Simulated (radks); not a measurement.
Xe V, configuration [Kr] 4d10 5s2 5p2. Method: Dirac Kohn-Sham, exchange-only PBE, spin-unpolarised, spherical densities, finite nucleus; open shells fill j = l - 1/2 first; Fermi nuclear charge, rms radius 4.7859 fm; computed with a radial shooting solver on a logarithmic mesh with Libxc functionals. Some entries of the table are withheld. Estimate them.

| orbital | occ. | eigenvalue (eV) | <1/r> (bohr^-1) |
|---|---|---|---|
| 1s1/2 | 2 | -34391.81 | 58.11 |
| 2s1/2 | 2 | -5389.178 | 13.59 |
| 2p1/2 | 2 | (1) | 13.57 |
| 2p3/2 | 4 | (2) | 12.47 |
| 3s1/2 | 2 | -1138.242 | 4.859 |
| 3p1/2 | 2 | (3) | 4.770 |
| 3p3/2 | 4 | (4) | 4.499 |
| 3d3/2 | 4 | (5) | 4.356 |
| 3d5/2 | 6 | (6) | 4.286 |
| 4s1/2 | 2 | -242.0901 | 1.969 |
| 4p1/2 | 2 | -194.5295 | 1.861 |
| 4p3/2 | 4 | -182.1844 | 1.773 |
| 4d3/2 | 4 | -105.1504 | 1.534 |
| 4d5/2 | 6 | -103.1425 | 1.513 |
| 5s1/2 | 2 | -60.2710 | 0.7676 |
| 5p1/2 | 2 | -47.7639 | 0.6823 |
| 5p3/2 | 0 | -45.9225 | 0.6565 |

Answer. 
(1) 2p1/2 eigenvalue (eV): -5066.291
(2) 2p3/2 eigenvalue (eV): -4741.598
(3) 3p1/2 eigenvalue (eV): -1003.998
(4) 3p3/2 eigenvalue (eV): -942.3276
(5) 3d3/2 eigenvalue (eV): -706.0331
(6) 3d5/2 eigenvalue (eV): -692.9960
